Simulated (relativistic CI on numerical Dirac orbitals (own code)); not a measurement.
**The spin-orbit constant of Mn5+ from its measured fine structure**

Problem. The ground term 3F of Mn5+ (3s2.3p6.3d2) has the measured levels J = 2: 0.0, J = 3: 746.0, J = 4: 1669.0 cm⁻¹ (Corliss and Sugar, J. Phys. Chem. Ref. Data 6, 1253 (1977)). Test the interval rule and estimate ζ(3d).

Working.
1. In LS coupling E(J) − E(J − 1) = AJ. The intervals give A = 248.7 (J = 3), 230.8 (J = 4) cm⁻¹.
2. These values spread by 8 % of their mean, so the rule holds well.
3. The whole width divided by the sum of the upper J values gives a mean A = 238.4 cm⁻¹.
4. For the Hund term of a shell that is less than half full, A = +ζ/2S with 2S = 2, so ζ = 477 cm⁻¹.

Check. The value calculated from Dirac-Coulomb-Breit radial functions of this configuration is ζ = 459 cm⁻¹, 4 % below the estimate from measurement. The same recipe applied to the calculated levels returns 462 cm⁻¹, which shows the bias of the recipe itself.
